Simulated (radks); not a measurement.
Results of a calculation; reference values are marked as such.
Fractional charge and spin in the 4s shell of gallium: the spin-up occupation runs from 0 to 1 and the spin-down occupation from 0 to 1; the fullest corner is Ga+, [Ar] 3d10 4s(up 1, down 1). Level of theory: scalar-relativistic Kohn-Sham, PBEsol, spin-polarised, spherical densities, point nucleus (a radial shooting solver on a logarithmic mesh with Libxc functionals). Energy (eV) above the fullest corner. The planes named below are the two flat planes that join the four corners, with an edge along up + down = one added electron.

\begin{tabular}{lrrrrr}
down \ up & 0 & 0.25 & 0.5 & 0.75 & 1 \\ \hline
0 & 52.258 & 43.479 & 35.299 & 27.717 & 20.735 \\
0.25 & 43.479 & 35.413 & 27.931 & 21.036 & 14.728 \\
0.5 & 35.299 & 27.931 & 21.137 & 14.916 & 9.271 \\
0.75 & 27.717 & 21.036 & 14.916 & 9.359 & 4.362 \\
1 & 20.735 & 14.728 & 9.271 & 4.362 & 0.000 \\
\end{tabular}

Corners above the fullest one (they belong to Ga2+ and the next ion): (up 1, down 0) 20.735 eV, (up 0, down 1) 20.735 eV, (up 0, down 0) 52.258 eV. With half an added electron in each spin the energy lies 0.402 eV from the planes (fractional-spin error, the static-correlation error of a stretched bond), and with half an added electron in spin up alone -1.198 eV (fractional-charge error). For a frontier s shell over closed shells the exact functional lies on the planes.
